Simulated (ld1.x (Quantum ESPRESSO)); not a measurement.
**Reading a pseudo-wave (P)**

Columns: radius, all-electron u(r) and pseudo u(r) of the 3s shell (level -23.33 eV) of phosphorus in the configuration [Ne] 3s2 3p2; LDA (PZ), scalar-relativistic, RRKJ scheme, ld1.x (Quantum ESPRESSO) 7.5.

| r (bohr) | all-electron | pseudo |
| --- | --- | --- |
| 0.090 | 0.1540 | 0.0198 |
| 0.180 | -0.1374 | 0.0423 |
| 0.270 | -0.3428 | 0.0702 |
| 0.360 | -0.3960 | 0.1055 |
| 0.450 | -0.3342 | 0.1497 |
| 0.540 | -0.2052 | 0.2034 |
| 0.630 | -0.0459 | 0.2662 |
| 0.720 | 0.1191 | 0.3368 |
| 0.810 | 0.2748 | 0.4129 |
| 0.900 | 0.4130 | 0.4912 |
| 0.990 | 0.5299 | 0.5680 |
| 1.080 | 0.6246 | 0.6394 |
| 1.170 | 0.6977 | 0.7016 |
| 1.260 | 0.7511 | 0.7514 |
| 1.350 | 0.7866 | 0.7866 |
| 1.440 | 0.8068 | 0.8068 |
| 1.530 | 0.8138 | 0.8138 |
| 1.620 | 0.8098 | 0.8098 |
| 1.710 | 0.7970 | 0.7970 |
| 1.800 | 0.7770 | 0.7770 |
| 1.890 | 0.7516 | 0.7516 |
| 1.980 | 0.7221 | 0.7221 |
| 2.070 | 0.6897 | 0.6897 |
| 2.160 | 0.6554 | 0.6554 |
| 2.250 | 0.6200 | 0.6200 |
| 2.340 | 0.5841 | 0.5841 |

**Question.** How many radial nodes do the two functions have?

**Answer.** The all-electron 3s function has n − l − 1 = 2; the pseudo-wave has 0, since the states of the same l below it are removed with the core.

**Question.** At about which radius was the pseudo-wave matched?

**Answer.** 1.35 bohr, where the columns begin to agree (steps of 0.09 bohr).

**Question.** Is the pseudo-wave norm-conserving?

**Answer.** Yes: the RRKJ scheme keeps the norm inside the radius equal to the all-electron one, which fixes the energy derivative of the logarithmic derivative at the level.
